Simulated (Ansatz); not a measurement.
The multiplicity is imposed and other spin states were not computed.

All values below come from Ansatz (a first-principles code) with r2SCAN-D4/def2-SVP. No frequencies were computed at this level.

Ansatz 0.2 input:
```yaml
crystal:
  periodic: [false, false, false]
  atoms:
    - { symbol: Cd, position_ang: [-0.507386, 0.987078, -0.04317] }
    - { symbol: O, position_ang: [0.550747, -0.524658, -0.964026] }
    - { symbol: C, position_ang: [0.178207, -1.262545, -2.080071] }
    - { symbol: H, position_ang: [-0.747027, -1.83782, -1.917202] }
    - { symbol: H, position_ang: [0.984194, -1.98078, -2.284804] }
    - { symbol: H, position_ang: [0.053414, -0.636899, -2.978192] }
    - { symbol: N, position_ang: [0.660292, 1.666314, 1.593676] }
    - { symbol: C, position_ang: [1.921326, 2.09, 1.01968] }
    - { symbol: C, position_ang: [0.876833, 0.499324, 2.424755] }
    - { symbol: H, position_ang: [2.604465, 2.36037, 1.833249] }
    - { symbol: H, position_ang: [2.410953, 1.298486, 0.421457] }
    - { symbol: H, position_ang: [1.760958, 2.976833, 0.396713] }
    - { symbol: H, position_ang: [1.333917, -0.344215, 1.873785] }
    - { symbol: H, position_ang: [1.557975, 0.77024, 3.239848] }
    - { symbol: H, position_ang: [-0.074797, 0.180315, 2.863935] }
basis:
  gaussian: { orbitals: def2-svp }
hamiltonian:
  xc: r2scan
  dispersion: d4
relax:
  max_steps: 150
```

Output:

```
Functional definition: r2SCAN
1619 factors; their error is unknown
mean field evaluation 1: about -11330.4274 eV, gradient 8.6e1 eV
mean field evaluation 2: about -11170.2758 eV, gradient 2.4e2 eV
mean field evaluation 4: about -11343.8040 eV, gradient 4.9e1 eV
mean field evaluation 8: about -11349.2521 eV, gradient 6.0e-1 eV
mean field evaluation 16: about -11349.1914 eV, gradient 3.1e-3 eV
mean field -11349.19142189 eV, -417.0750919963 hartree, gradient 1.3e-5 eV, S^2 0.000000; 1 other end points of the search recorded, 0 dependent functions left out
reference -11349.19143636 eV, -417.0750925280 hartree; 31, 31 occupied and 115, 115 virtual orbitals, 1619 factors
relax step   1: F+E_penalty+E_count = -11349.27399466 eV  Δ(F+E_penalty+E_count) = +0.000e0 eV  max|allowed force component| = 6.661e-1 eV/Å  Δτ_max = 0.0000 Å  (51 SCF iters, accepted)
these checks for a lower state are left out or cut short: starts, cluster_reference, orbital_swaps, neighbouring_geometries, increment
1619 factors; their error is unknown
mean field evaluation 32: about -11349.4520 eV, gradient 6.7e-4 eV
mean field -11349.45204619 eV, -417.0846697627 hartree, gradient 1.0e-5 eV, S^2 0.000000; 0 other end points of the search recorded, 0 dependent functions left out
reference -11349.45206099 eV, -417.0846703065 hartree; 31, 31 occupied and 115, 115 virtual orbitals, 1619 factors
relax step   2: F+E_penalty+E_count = -11349.53226716 eV  Δ(F+E_penalty+E_count) = -2.583e-1 eV  max|allowed force component| = 7.395e-1 eV/Å  Δτ_max = 0.1945 Å  (34 SCF iters, accepted)
these checks for a lower state are left out or cut short: starts, cluster_reference, orbital_swaps, neighbouring_geometries, increment
1619 factors; their error is unknown
mean field -11349.63119412 eV, -417.0912533277 hartree, gradient 7.0e-6 eV, S^2 0.000000; 0 other end points of the search recorded, 0 dependent functions left out
reference -11349.63120926 eV, -417.0912538839 hartree; 31, 31 occupied and 115, 115 virtual orbitals, 1619 factors
relax step   3: F+E_penalty+E_count = -11349.70969320 eV  Δ(F+E_penalty+E_count) = -1.774e-1 eV  max|allowed force component| = 6.112e-1 eV/Å  Δτ_max = 0.1921 Å  (33 SCF iters, accepted)
these checks for a lower state are left out or cut short: starts, cluster_reference, orbital_swaps, neighbouring_geometries, increment
1619 factors; their error is unknown
mean field -11349.77986350 eV, -417.0967168265 hartree, gradient 9.8e-6 eV, S^2 0.000000; 0 other end points of the search recorded, 0 dependent functions left out
reference -11349.77987875 eV, -417.0967173868 hartree; 31, 31 occupied and 115, 115 virtual orbitals, 1619 factors
relax step   4: F+E_penalty+E_count = -11349.85766630 eV  Δ(F+E_penalty+E_count) = -1.480e-1 eV  max|allowed force component| = 4.668e-1 eV/Å  Δτ_max = 0.1946 Å  (33 SCF iters, accepted)
these checks for a lower state are left out or cut short: starts, cluster_reference, orbital_swaps, neighbouring_geometries, increment
1619 factors; their error is unknown
mean field -11349.91105428 eV, -417.1015379989 hartree, gradient 9.5e-6 eV, S^2 0.000000; 0 other end points of the search recorded, 0 dependent functions left out
reference -11349.91106965 eV, -417.1015385635 hartree; 31, 31 occupied and 115, 115 virtual orbitals, 1619 factors
relax step   5: F+E_penalty+E_count = -11349.98796620 eV  Δ(F+E_penalty+E_count) = -1.303e-1 eV  max|allowed force component| = 4.949e-1 eV/Å  Δτ_max = 0.1947 Å  (33 SCF iters, accepted)
these checks for a lower state are left out or cut short: starts, cluster_reference, orbital_swaps, neighbouring_geometries, increment
1619 factors; their error is unknown
mean field -11350.02561542 eV, -417.1057480429 hartree, gradient 9.3e-6 eV, S^2 0.000000; 0 other end points of the search recorded, 0 dependent functions left out
reference -11350.02563093 eV, -417.1057486130 hartree; 31, 31 occupied and 115, 115 virtual orbitals, 1619 factors
relax step   6: F+E_penalty+E_count = -11350.10156891 eV  Δ(F+E_penalty+E_count) = -1.136e-1 eV  max|allowed force component| = 5.664e-1 eV/Å  Δτ_max = 0.1950 Å  (32 SCF iters, accepted)
these checks for a lower state are left out or cut short: starts, cluster_reference, orbital_swaps, neighbouring_geometries, increment
1619 factors; their error is unknown
mean field evaluation 64: about -11349.8512 eV, gradient 9.9e0 eV
mean field -11350.12084433 eV, -417.1092476410 hartree, gradient 2.6e-5 eV, S^2 0.000000; 0 other end points of the search recorded, 0 dependent functions left out
reference -11350.12086005 eV, -417.1092482185 hartree; 31, 31 occupied and 115, 115 virtual orbitals, 1619 factors
relax step   7: F+E_penalty+E_count = -11350.19613440 eV  Δ(F+E_penalty+E_count) = -9.457e-2 eV  max|allowed force component| = 5.297e-1 eV/Å  Δτ_max = 0.1958 Å  (32 SCF iters, accepted)
these checks for a lower state are left out or cut short: starts, cluster_reference, orbital_swaps, neighbouring_geometries, increment
1619 factors; their error is unknown
mean field -11350.23021110 eV, -417.1132667955 hartree, gradient 1.5e-5 eV, S^2 0.000000; 0 other end points of the search recorded, 0 dependent functions left out
reference -11350.23022684 eV, -417.1132673739 hartree; 31, 31 occupied and 115, 115 virtual orbitals, 1619 factors
relax step   8: F+E_penalty+E_count = -11350.30550096 eV  Δ(F+E_penalty+E_count) = -1.094e-1 eV  max|allowed force component| = 2.527e-1 eV/Å  Δτ_max = 0.1993 Å  (38 SCF iters, accepted)
these checks for a lower state are left out or cut short: starts, cluster_reference, orbital_swaps, neighbouring_geometries, increment
1619 factors; their error is unknown
mean field -11350.30338069 eV, -417.1159557284 hartree, gradient 1.7e-5 eV, S^2 0.000000; 0 other end points of the search recorded, 0 dependent functions left out
reference -11350.30339645 eV, -417.1159563075 hartree; 31, 31 occupied and 115, 115 virtual orbitals, 1619 factors
relax step   9: F+E_penalty+E_count = -11350.37835591 eV  Δ(F+E_penalty+E_count) = -7.285e-2 eV  max|allowed force component| = 8.820e-2 eV/Å  Δτ_max = 0.2000 Å  (30 SCF iters, accepted)
these checks for a lower state are left out or cut short: starts, cluster_reference, orbital_swaps, neighbouring_geometries, increment
1619 factors; their error is unknown
mean field -11350.35749560 eV, -417.1179444147 hartree, gradient 1.2e-5 eV, S^2 0.000000; 0 other end points of the search recorded, 0 dependent functions left out
reference -11350.35751123 eV, -417.1179449889 hartree; 31, 31 occupied and 115, 115 virtual orbitals, 1619 factors
relax step  10: F+E_penalty+E_count = -11350.43236894 eV  Δ(F+E_penalty+E_count) = -5.401e-2 eV  max|allowed force component| = 7.325e-2 eV/Å  Δτ_max = 0.2000 Å  (37 SCF iters, accepted)
these checks for a lower state are left out or cut short: starts, cluster_reference, orbital_swaps, neighbouring_geometries, increment
1619 factors; their error is unknown
mean field evaluation 96: about -11350.3778 eV, gradient 4.1e-1 eV
mean field -11350.37840591 eV, -417.1187128544 hartree, gradient 2.2e-5 eV, S^2 0.000000; 0 other end points of the search recorded, 0 dependent functions left out
reference -11350.37842152 eV, -417.1187134281 hartree; 31, 31 occupied and 115, 115 virtual orbitals, 1619 factors
relax step  11: F+E_penalty+E_count = -11350.45332135 eV  Δ(F+E_penalty+E_count) = -2.095e-2 eV  max|allowed force component| = 6.179e-2 eV/Å  Δτ_max = 0.1426 Å  (31 SCF iters, accepted)
these checks for a lower state are left out or cut short: starts, cluster_reference, orbital_swaps, neighbouring_geometries, increment
1619 factors; their error is unknown
mean field -11350.36442473 eV, -417.1181990555 hartree, gradient 1.0e-5 eV, S^2 0.000000; 0 other end points of the search recorded, 0 dependent functions left out
reference -11350.36444042 eV, -417.1181996322 hartree; 31, 31 occupied and 115, 115 virtual orbitals, 1619 factors
relax step  12: F+E_penalty+E_count = -11350.43941181 eV  Δ(F+E_penalty+E_count) = +1.391e-2 eV  max|allowed force component| = 4.346e-1 eV/Å  Δτ_max = 0.1632 Å  (31 SCF iters, rejected (line search))
these checks for a lower state are left out or cut short: starts, cluster_reference, orbital_swaps, neighbouring_geometries, increment
1619 factors; their error is unknown
mean field -11350.38271668 eV, -417.1188712722 hartree, gradient 1.2e-5 eV, S^2 0.000000; 0 other end points of the search recorded, 0 dependent functions left out
reference -11350.38273231 eV, -417.1188718466 hartree; 31, 31 occupied and 115, 115 virtual orbitals, 1619 factors
relax step  13: F+E_penalty+E_count = -11350.45769326 eV  Δ(F+E_penalty+E_count) = -4.372e-3 eV  max|allowed force component| = 5.120e-2 eV/Å  Δτ_max = 0.0643 Å  (31 SCF iters, accepted)
these checks for a lower state are left out or cut short: starts, cluster_reference, orbital_swaps, neighbouring_geometries, increment
1619 factors; their error is unknown
mean field -11350.38369783 eV, -417.1189073289 hartree, gradient 1.2e-5 eV, S^2 0.000000; 0 other end points of the search recorded, 0 dependent functions left out
reference -11350.38371350 eV, -417.1189079046 hartree; 31, 31 occupied and 115, 115 virtual orbitals, 1619 factors
relax step  14: F+E_penalty+E_count = -11350.45876968 eV  Δ(F+E_penalty+E_count) = -1.076e-3 eV  max|allowed force component| = 7.273e-2 eV/Å  Δτ_max = 0.0732 Å  (32 SCF iters, accepted)
these checks for a lower state are left out or cut short: starts, cluster_reference, orbital_swaps, neighbouring_geometries, increment
1619 factors; their error is unknown
mean field evaluation 128: about -11350.3844 eV, gradient 1.2e-5 eV
mean field -11350.38436756 eV, -417.1189319409 hartree, gradient 1.2e-5 eV, S^2 0.000000; 0 other end points of the search recorded, 0 dependent functions left out
reference -11350.38438322 eV, -417.1189325165 hartree; 31, 31 occupied and 115, 115 virtual orbitals, 1619 factors
relax step  15: F+E_penalty+E_count = -11350.45940774 eV  Δ(F+E_penalty+E_count) = -6.381e-4 eV  max|allowed force component| = 3.537e-2 eV/Å  Δτ_max = 0.0076 Å  (34 SCF iters, accepted)
these checks for a lower state are left out or cut short: starts, cluster_reference, orbital_swaps, neighbouring_geometries, increment
1619 factors; their error is unknown
mean field -11350.38447904 eV, -417.1189360377 hartree, gradient 1.2e-5 eV, S^2 0.000000; 0 other end points of the search recorded, 0 dependent functions left out
reference -11350.38449470 eV, -417.1189366134 hartree; 31, 31 occupied and 115, 115 virtual orbitals, 1619 factors
relax step  16: F+E_penalty+E_count = -11350.45952817 eV  Δ(F+E_penalty+E_count) = -1.204e-4 eV  max|allowed force component| = 5.284e-3 eV/Å  Δτ_max = 0.0068 Å  (33 SCF iters, accepted)
1619 factors; their error is unknown
mean field -11350.38447904 eV, -417.1189360377 hartree, gradient 2.3e-5 eV, S^2 0.000000; 1 other end points of the search recorded, 0 dependent functions left out
reference -11350.38449470 eV, -417.1189366134 hartree; 31, 31 occupied and 115, 115 virtual orbitals, 1619 factors
Total energy: -11350.45954383 eV, -417.1216946180 hartree
Atom 0 at     1.016755    -0.148704    -0.193673 Å, force    -0.002092     0.000849    -0.000724 eV/Å
Atom 1 at     0.850608    -1.387001    -1.716535 Å, force     0.002873    -0.000509     0.001683 eV/Å
Atom 2 at    -0.270456    -1.387683    -2.555347 Å, force    -0.003407    -0.000461    -0.003318 eV/Å
Atom 3 at    -1.222503    -1.627131    -2.034490 Å, force     0.000225     0.000226     0.000720 eV/Å
Atom 4 at    -0.132564    -2.166050    -3.330772 Å, force     0.000509     0.000307     0.000788 eV/Å
Atom 5 at    -0.429236    -0.429566    -3.095550 Å, force     0.000228     0.000430     0.000496 eV/Å
Atom 6 at     1.145435     1.126749     1.343662 Å, force    -0.004838     0.002613    -0.000511 eV/Å
Atom 7 at     2.038204     2.259527     1.268759 Å, force     0.003603    -0.002164     0.002130 eV/Å
Atom 8 at     0.976125     0.647173     2.695396 Å, force     0.004583    -0.000392     0.000738 eV/Å
Atom 9 at     1.651388     3.096964     1.888088 Å, force    -0.001837    -0.002014    -0.000558 eV/Å
Atom 10 at     3.071045     2.052273     1.632901 Å, force     0.001687     0.002521     0.001217 eV/Å
Atom 11 at     2.121969     2.638043     0.236399 Å, force    -0.003504    -0.005249     0.002248 eV/Å
Atom 12 at     1.919297     0.303821     3.180022 Å, force     0.000045     0.000249     0.003118 eV/Å
Atom 13 at     0.568678     1.453353     3.342361 Å, force    -0.000176     0.000296    -0.002742 eV/Å
Atom 14 at     0.259326    -0.189725     2.738412 Å, force     0.002101     0.003297    -0.005284 eV/Å
Dipole moment:    -0.072144     0.185303     0.155171 e Å
```

Cost: about 100 core-seconds (a rough figure).
